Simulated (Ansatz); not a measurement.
A search over several starts for the lowest SCF solution of the cluster Te₂W at the given spin, in a small basis.

```yaml
crystal:
  periodic: [false, false, false]
  atoms:
    - {symbol: W, position_ang: [-0.362448, -0.802867, -0.010497]}
    - {symbol: Te, position_ang: [-1.700976, 1.251443, -0.018151]}
    - {symbol: Te, position_ang: [2.063424, -0.448586, 0.028648]}
basis:
  gaussian: {orbitals: def2-SVP, initial_orbitals: start.molden}
magnetization: {spin_polarized: true, initial_magnetization: 2}
hamiltonian: {xc: pbe0, dispersion: d4}
output: {orbitals: {seedname: orbitals}}
```

The file start.molden holds the orbitals of an earlier run on this structure, at another level or in another basis.

```sh
$ ansatz run in.yaml --threads 2 --pin off --events-out ev --progress --plain --max-ram 4352MiB
```

Shortened log:

```
Functional definition: PBE0
983 factors; integrals over basis functions are off by at most 2.6e-4 eV
mean field evaluation 1: about -16411.7363 eV, gradient 2.2e1 eV
mean field evaluation 2: about -16411.9596 eV, gradient 5.0e-1 eV
mean field evaluation 4: about -16412.0567 eV, gradient 5.8e-3 eV
mean field evaluation 8: about -16412.0567 eV, gradient 7.7e-5 eV
mean field evaluation 16: about -16409.7176 eV, gradient 2.0e1 eV
mean field evaluation 32: about -16412.0567 eV, gradient 2.0e-3 eV
mean field -16412.05666793 eV, -603.1319580550 hartree, gradient 4.6e-6 eV, S^2 2.205125; 6 other end points of the search recorded, 0 dependent functions left out
reference -16412.05669349 eV, -603.1319589944 hartree; 32, 30 occupied and 52, 54 virtual orbitals, 983 factors
Total energy: -16412.18074635 eV, -603.1365178527 hartree
```

Run time 6.5 s (2 threads of AMD EPYC 9R14 on a shared host).

In the def2 sets Te, W take a core potential; there is no spin–orbit coupling. The charge 0 triplet is spin-contaminated (final ⟨S²⟩ up to 2.21, 2.00 for a pure state). The structure comes from a short search, and lower isomers may exist.
